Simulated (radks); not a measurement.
Results of a calculation; reference values are marked as such.
Er XXII, 47 electrons, occupied as [Kr] 4d10 4f1. Code: a radial shooting solver on a logarithmic mesh with Libxc functionals. Model: scalar-relativistic Kohn-Sham, PBE, spin-unpolarised, spherical densities, point nucleus.

Radial electron density D(r) = 4 pi r^2 rho(r):

| r (bohr) | D(r) (e/bohr) |
|---|---|
| 0.001624 | 11.35 |
| 0.00186 | 13.92 |
| 0.002114 | 16.78 |
| 0.002422 | 20.37 |
| 0.002753 | 24.31 |
| 0.003154 | 29.14 |
| 0.003585 | 34.30 |
| 0.004107 | 40.44 |
| 0.004668 | 46.77 |
| 0.005348 | 53.97 |
| 0.006078 | 61.02 |
| 0.006963 | 68.52 |
| 0.007914 | 75.26 |
| 0.009067 | 81.66 |
| 0.01031 | 86.53 |
| 0.01181 | 90.07 |
| 0.01342 | 91.58 |
| 0.01537 | 91.17 |
| 0.01747 | 89.14 |
| 0.02002 | 85.94 |
| 0.02275 | 82.94 |
| 0.02607 | 81.15 |
| 0.02963 | 82.03 |
| 0.03394 | 86.59 |
| 0.03858 | 94.25 |
| 0.0442 | 104.7 |
| 0.05023 | 114.4 |
| 0.05755 | 121.4 |
| 0.06541 | 122.7 |
| 0.07494 | 117.6 |
| 0.08517 | 108.6 |
| 0.09758 | 99.04 |
| 0.1109 | 94.34 |
| 0.1271 | 96.43 |
| 0.1444 | 103.2 |
| 0.1654 | 109.1 |
| 0.188 | 107.1 |
| 0.2154 | 93.74 |
| 0.2448 | 74.13 |
| 0.2805 | 54.52 |
| 0.3188 | 44.54 |
| 0.3653 | 44.50 |
| 0.4151 | 49.16 |
| 0.4756 | 50.99 |
| 0.5406 | 45.56 |
| 0.6193 | 33.55 |
| 0.7039 | 20.88 |
| 0.8064 | 10.25 |
| 0.9166 | 4.273 |
| 1.05 | 1.332 |
| 1.193 | 0.3488 |
| 1.367 | 0.06310 |
| 1.554 | 0.009415 |
| 1.78 | 0.0008913 |

D(r) has 4 maxima, at r = 0.0140, 0.0628, 0.172, 0.461 bohr, and minima at 0.0267, 0.115, 0.340 bohr, inside which lie 1.92, 11.20, 29.12 electrons.
